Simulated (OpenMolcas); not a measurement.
## Co2+, Rh2+, Ir2+: d7 down the group

```
Program             : OpenMolcas
Method              : MS-CASPT2, IPEA 0.25 Eh, imaginary shift 0.1 Eh
Basis               : ANO-RCC-VTZP
Scalar Hamiltonian  : DKH2, point nucleus
Spin-orbit coupling : state interaction with AMFI integrals over the reference wave functions, term energies averaged over their components
```

Active space for each ion: 7 electrons in 6 orbitals (d s); closed shells correlated by CASPT2: Co2+ 3s 3p; Rh2+ 4s 4p; Ir2+ 5s 5p.

Computed levels in cm-1 above 4F 9/2:

| Level | Co2+ | Rh2+ | Ir2+ |
| --- | --- | --- | --- |
| 4F 7/2 | 936 | 2230 | 8050 |
| 4P 5/2 | 15210 | 11180 | 12410 |
| 4P 1/2 | 15910 | 12650 | 15980 |
| 2G 9/2 | 16640 | 13340 | 16570 |
| 2G 7/2 | 17530 | 15470 | 21150 |
| 2P 1/2 | 20220 | 18370 | 27900 |
| 2D 5/2(1) | 22690 | 18650 | 24180 |
| 2H 11/2 | 22700 | 18230 | 22400 |
| 2H 9/2 | 23500 | 20420 | 30340 |
| weight of 4F in the lowest level (%) | 100 | 98 | 85 |

Mixed levels, with the weight of the term that names them: Ir2+ 4P 5/2 (62 %), Ir2+ 2G 9/2 (59 %), Ir2+ 2G 7/2 (70 %), Ir2+ 2P 1/2 (70 %), Ir2+ 2D 5/2(1) (71 %), Ir2+ 2H 9/2 (74 %).

Measured, with the error of the calculation in %. Measured levels: Co2+ from Sugar and Corliss, J. Phys. Chem. Ref. Data 10, 1097 (1981); Rh2+ from the list in Shadmi, J. Res. Natl. Bur. Stand. 70A, 435 (1966).

```csv
Level,Co2+,Rh2+
4F 7/2,841 (+11.3),2148 (+3.6)
4P 5/2,15202 (0),11062 (+1.0)
4P 1/2,15811 (+0.7),
2G 9/2,16978 (-2.0),
2G 7/2,17766 (-1.3),
2D 5/2(1),23059 (-1.6),
2H 11/2,22720 (-0.1),
2H 9/2,23434 (+0.3),
```

The fine-structure level 4F 7/2 changes by a factor of 8.6 from Co2+ to Ir2+.

Without spin-orbit coupling 4P lies 14600, 9740, 6430 cm-1 above 4F in that order; the difference to the level 4P 5/2, of either sign, comes from spin-orbit coupling, which also lowers the zero.

Term energies are means over components that CASPT2 splits; among the terms shown or strongly mixed into the levels shown the widest spread is 1900 cm-1 (3d7 4F, Co2+). Blocks of more than 70 roots (2S+1 = 2 even) ran without multistate coupling. Terms from blocks run as CI alone lack orbitals of their own. The CASPT2 spread within a term exceeds the gap to the next term for 3d7 2H and 3d7 2D(1), so the order of their levels is uncertain (figures for Co2+; the like holds for Rh2+). Some high roots are left out of the spin-orbit mixing, which shifts the levels that they would mix with (holds for Ir2+). Configurations are named by rounded mean occupations; where the s occupation lies near a half they are strongly mixed, a name can repeat and a true partner stay unpaired (holds for Ir2+). Measured partners are found by configuration, term and J. A level has none where our copy of the source lacks it or the pairing is in doubt (some pairs that miss far off the trend of their configuration count as doubtful), and it then counts in no deviation. Only configurations of the active space appear.

A number in round brackets counts repeated terms of one configuration in the order of the reference energies.
